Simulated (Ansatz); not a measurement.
Energy difference R1 + R2 → P1 + P2, each structure at its B3LYP-D3(BJ)/def2-TZVP stationary point, reached from a drawn start (curvature not checked).
R1, H2O (SMILES O) (charge 0, multiplicity 1):
```xyz
3

O      0.0000     0.0000     0.3896
H      0.0000     0.7650    -0.1948
H      0.0000    -0.7650    -0.1948
```
R2, Cl4Ti (SMILES [Cl][Ti]([Cl])([Cl])[Cl]) (charge 0, multiplicity 1):
```
atom    x (Å)    y (Å)    z (Å)
----  -------  -------  -------
Cl     1.8809  -0.8059   0.7423
Ti     0.0000   0.0000   0.0000
Cl    -1.0518  -1.5351  -1.1292
Cl    -1.2299   0.6362   1.6795
Cl     0.4010   1.7049  -1.2926
```
P1, Cl3HOTi (SMILES [OH][Ti]([Cl])([Cl])[Cl]) (charge 0, multiplicity 1, Z-matrix in Å and degrees):
```
Ti
O 1 1.7591
H 2 0.9607 1 146.16
Cl 1 2.1931 2 109.23 3 58.93
Cl 1 2.1931 2 109.25 3 -59.54
Cl 1 2.1936 2 109.45 3 179.68
```
P2, HCl (SMILES Cl) (charge 0, multiplicity 1):
```
atom   x (Å)   y (Å)    z (Å)
----  ------  ------  -------
Cl    0.0000  0.0000   0.6410
H     0.0000  0.0000  -0.6410
```

P less R. No zero-point or thermal terms; no spin–orbit coupling. One arrangement of each flexible species, with no search for the lowest.

Frozen-core correlation throughout.

Codes used: Ansatz (Gaussian orbitals). No computed number here is a measurement.

Total energies in hartree:

```tsv
structure	PBE/def2-TZVPP	r2SCAN/def2-TZVPP	CCSD(T)/def2-TZVPP
R1	-76.380147	-76.423173	-76.336962
R2	-2689.652430	-2690.473867	-2687.736637
P1	-2305.398414	-2306.104315	-2303.735861
P2	-460.627412	-460.785863	-460.331221
```

### Question
Work out the reaction energy at each level in meV (1 hartree = 27211.38625 meV), and say how far PBE/def2-TZVPP lies from CCSD(T)/def2-TZVPP.

### Answer
- PBE/def2-TZVPP: (-2305.398414) + (-460.627412) − (-76.380147) − (-2689.652430) = 0.006751 hartree = 183.7 meV
- r2SCAN/def2-TZVPP: (-2306.104315) + (-460.785863) − (-76.423173) − (-2690.473867) = 0.006862 hartree = 186.7 meV
- CCSD(T)/def2-TZVPP: (-2303.735861) + (-460.331221) − (-76.336962) − (-2687.736637) = 0.006517 hartree = 177.3 meV
PBE/def2-TZVPP less CCSD(T)/def2-TZVPP: 6.4 meV. CCSD(T)/def2-TZVPP is the level counted from, the highest shown, and no exact or measured value.

Ansatz is a quantum-chemistry and plane-wave program.
